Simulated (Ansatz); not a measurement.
## CHSi3: where a starting geometry ends

The starting geometry of this gas-phase doublet was optimised with GFN2-xTB.

```xyz
5

C    -1.8446    0.1719    2.1856
Si   -0.2350    0.3646    2.9499
Si   -0.7572   -0.7577    0.9741
Si   -2.4478   -1.2852   -0.3599
H    -2.8926    0.4232    2.3013
```

**Question.** Predict what becomes of its bonds when it is optimised with r2SCAN-D4/def2-SVP.

**Answer.** A new bond forms, giving a structure given below by its coordinates. Contacts that close: C1–Si4 (2.99 → 2.01 Å).

The energy falls by 0.52 eV over 12 steps:

```csv
step,E − E(last) (eV)
1,0.525
2,0.469
3,0.364
5,0.056
6,0.029
7,0.019
8,0.003
10,0.000
11,0.000
12,0.000
```

Final geometry (Å):

| atom | x (Å) | y (Å) | z (Å) |
| --- | --- | --- | --- |
| C | -1.8612 | -0.0445 | 1.8277 |
| Si | -0.4493 | 0.4063 | 2.9562 |
| Si | -0.4326 | -0.8275 | 0.9508 |
| Si | -2.5756 | -0.9344 | 0.1780 |
| H | -2.8585 | 0.3170 | 2.1383 |

Frequencies at the end are all real (lowest 209 cm⁻¹). Open shells are spin-unrestricted. Run with Ansatz 0.2.0, 2.1 min on 1 thread of Arm Neoverse V1, on a shared host.
